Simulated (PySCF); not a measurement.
Dipole response of Co (cobalt, neutral)

[Ar] 3d7 4s2, high-spin 4F determinant. Computed with PySCF 2.14 in x2c-QZVPPall with one added diffuse shell each of s, p, d, f, g type (12s8p6d5f3g, 128 functions), with the spin-free X2C one-electron Hamiltonian (Gaussian nucleus). Coupled (time-dependent) response in atomic units; α is the mean over directions.

```
method  mean α (bohr³)  C₆ (like pair)  S(−4)
  PBE0           56.23           482.4   1680
```

S(−4) is the Cauchy moment in α(ω) = α(0) + S(−4) ω² + …

Reference α: 55 ± 4 bohr³ (recommended; Schwerdtfeger and Nagle, table of static dipole polarizabilities (2023 update)). Published C₆: 408.0 (Chu and Dalgarno (2004); Tang, Norbeck and Certain (1976)).

α(iu) at PBE0:

```json
{"u (hartree)": "0", "α(iu) (bohr³)": "56.23"}
{"u (hartree)": "0.0500", "α(iu) (bohr³)": "52.38"}
{"u (hartree)": "0.100", "α(iu) (bohr³)": "43.81"}
{"u (hartree)": "0.200", "α(iu) (bohr³)": "27.57"}
{"u (hartree)": "0.300", "α(iu) (bohr³)": "17.94"}
{"u (hartree)": "0.500", "α(iu) (bohr³)": "9.396"}
{"u (hartree)": "0.750", "α(iu) (bohr³)": "5.481"}
{"u (hartree)": "1.00", "α(iu) (bohr³)": "3.751"}
{"u (hartree)": "1.50", "α(iu) (bohr³)": "2.213"}
{"u (hartree)": "2.00", "α(iu) (bohr³)": "1.520"}
{"u (hartree)": "3.00", "α(iu) (bohr³)": "0.8776"}
{"u (hartree)": "5.00", "α(iu) (bohr³)": "0.4147"}
```

A single London oscillator, α(iu) = α/(1 + u²/ω²), gives C₆ = (3/4) ω α². Matching the computed C₆ needs ω = 4 × 482.4 / (3 × 56.23²) = 0.203 hartree.
